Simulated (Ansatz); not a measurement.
CH$_{7}$AlBFGe, SMILES `[CH3][AlH][B](F)[GeH3]`, charge 0, multiplicity 1.

Q: Give a relaxed structure at PBE0-D4/def2-TZVP (Ansatz 0.2.0). (Estimate.)

A: Computed: 
Z-matrix (Å, degrees):
```
C
Al 1 1.954
H 1 1.096 2 110.7
H 1 1.092 2 113.8 3 121.8
H 1 1.096 2 110.4 3 -116.8
B 2 2.190 1 117.3 3 56.2
H 2 1.595 1 121.0 3 -123.9
Ge 6 2.097 2 121.8 1 -1.3
F 6 1.327 2 120.7 1 178.6
H 8 1.544 6 108.8 2 -58.1
H 8 1.541 6 116.6 2 179.3
H 8 1.544 6 108.9 2 56.7
```
Point group Cs.
This is one stationary point; other conformers may exist.
